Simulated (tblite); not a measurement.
Run record: tight-binding relaxation, `C=C(C)C[Si@H](Br)CC`.

Computed with GFN2-xTB geometry optimisation, gas phase (tblite 0.8.0). Start geometry: from a force field or distance geometry. The command runs a driver script over a list of jobs; the input below is this job's line of settings and its coordinates in Å.

Command:
```bash
OMP_NUM_THREADS=1 python probes_run.py task.json out
```

Input:
```
{"job": {"kind": "relax", "xc": "GFN2-xTB", "basis": "xTB"}, "charge": 0, "multiplicity": 1}
C     -2.077000    -1.183200     1.128300
C     -1.832500    -0.217700     0.213300
C     -2.448300     1.138100     0.331500
C     -0.948700    -0.480100    -0.991500
Si     0.772300     0.273900    -0.937700
Br     1.797200    -0.253700    -2.847200
C      1.783600    -0.375700     0.488300
C      3.171000     0.241500     0.674500
H     -2.731800    -1.002300     1.980900
H     -1.662900    -2.177000     1.051400
H     -3.146000     1.209500     1.178000
H     -3.035900     1.361800    -0.574900
H     -1.699000     1.916000     0.466500
H     -0.820200    -1.570600    -1.120800
H     -1.475500    -0.128400    -1.878700
H      0.673700     1.758600    -0.852700
H      1.891500    -1.461000     0.386600
H      1.211800    -0.219300     1.413800
H      3.103100     1.323900     0.823000
H      3.810300     0.050300    -0.191800
H      3.654500    -0.187500     1.552400
```

Output:
```
step      E/eV     max force
  0    -688.52125    1.599
  1    -688.57097    1.154
  2    -688.59015    0.254
  3    -688.59640    0.240
  4    -688.60684    0.225
  5    -688.61332    0.202
  6    -688.61996    0.149
  7    -688.62340    0.114
  8    -688.62565    0.110
  9    -688.62715    0.099
... (73 lines left out)
 83    -688.64535    0.025
 84    -688.64543    0.018
 85    -688.64549    0.020
 86    -688.64555    0.019
 87    -688.64561    0.014
 88    -688.64566    0.015
 89    -688.64570    0.013
 90    -688.64573    0.015
 91    -688.64575    0.012
 92    -688.64577    0.007
```

«max force» is the largest atomic force in eV/Å.

Q: From which step on does the largest force stay under 0.1 eV/Å, and how much energy is left to gain from there?

A: From step 13 (0.064 eV/Å), 12.8 meV above the end.

In short: energy lowered by 2.9 kcal/mol over 92 steps; largest atomic force 0.007 eV/Å at the end.

Q: Where do the atoms end?

A: 0.146 Å rms from the input after alignment:
```
atom  x, y, z in Å
C1    -1.8999   -1.1594    1.1276
C2    -1.8045   -0.2366    0.1830
C3    -2.4580    1.1055    0.3035
C4    -1.0003   -0.4520   -1.0599
Si5    0.7308    0.3219   -0.9029
Br6    1.8454   -0.2257   -2.7641
C7     1.6866   -0.3757    0.5791
C8     3.0984    0.1890    0.6988
H9    -2.4641   -0.9937    2.0293
H10   -1.4262   -2.1223    1.0341
H11   -3.0037    1.1923    1.2396
H12   -3.1539    1.2624   -0.5208
H13   -1.7105    1.8980    0.2590
H14   -0.8965   -1.5211   -1.2555
H15   -1.5132   -0.0146   -1.9181
H16    0.7162    1.7845   -0.9212
H17    1.7463   -1.4641    0.5002
H18    1.1308   -0.1640    1.4943
H19    3.0742    1.2704    0.8178
H20    3.6818   -0.0423   -0.1903
H21    3.6114   -0.2355    1.5596
```

The run took 1.5 s wall on one thread, Arm Neoverse N1 (aarch64), shared host with 64 logical CPUs at a one-minute load of 58.
Labels such as C1 count atoms from 1, the log's own numbers from 0.
